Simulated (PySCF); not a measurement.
CaCl, SMILES [Cl][Ca+], charge +1. Atoms are numbered in the order given.

```xyz
2

Ca     0.0000     0.0000    -1.0649
Cl     0.0000     0.0000     1.2528
```
Charge +1, spin multiplicity 1.

Geometry optimised at PBE0-D3(BJ)/def2-TZVPD. The spin state was assumed, not searched.

Computed with PBE0/pcSseg-2 in PySCF.

GIAO shieldings, no solvent; atoms alike by connectivity are averaged. δ = σ(ref) − σ: ³⁵Cl against HCl (σ = 943.3 ppm), references at their B3LYP-D3(BJ)/def2-TZVP geometries, non-relativistic (without spin–orbit terms, shifts of atoms bonded to Cl or Br come out too high).

Computed chemical shifts:
```
nucleus  atoms  count  δ (ppm)
-------  -----  -----  -------
³⁵Cl       Cl2      1    556.2
```
